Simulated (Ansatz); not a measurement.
Molecule: C2H6AlF (charge 0, singlet). 
Coordinates optimised at B3LYP-D3(BJ)/def2-TZVP (Ansatz, an electronic-structure program):
SMILES: [CH3][Al]([CH3])[F]
```xyz
10

C      1.6556    -0.9523     0.2776
Al     0.0033     0.0335    -0.0176
C     -1.7991    -0.5010     0.4869
F      0.1482     1.5011    -0.7896
H      1.4951    -1.8882     0.8165
H      2.1406    -1.1919    -0.6733
H      2.3718    -0.3534     0.8474
H     -2.2367     0.2181     1.1856
H     -1.8282    -1.4855     0.9583
H     -2.4585    -0.5250    -0.3854
```
Charge 0, spin multiplicity 1.

Computed values are from Ansatz. Correlated levels leave the core frozen unless marked. UHF or UKS for open shells. Spin-orbit coupling is left out. No relativistic terms. CBS(X,Y): correlation extrapolated as X^-3; Hartree-Fock from the larger set. [CCSD(T)-MP2]/basis is that difference in the basis named.

The atomisation energy De is 3763.7 kJ/mol at CCSD(T)/CBS(aug-cc-pV(T+d)Z,aug-cc-pV(Q+d)Z) and the vertical ionisation energy (to the doublet) comes out as 10.48 eV at RI-MP2/CBS(aug-cc-pV(T+d)Z,aug-cc-pV(Q+d)Z)+[CCSD(T)-MP2]/aug-cc-pV(T+d)Z. The total energy comes out as -421.6126 Eh at CCSD(T)/CBS(aug-cc-pV(T+d)Z,aug-cc-pV(Q+d)Z). The dipole moment is 1.89 D at CCSD(T)/aug-cc-pV(D+d)Z and the T1 diagnostic is 0.011 at CCSD/aug-cc-pV(Q+d)Z.
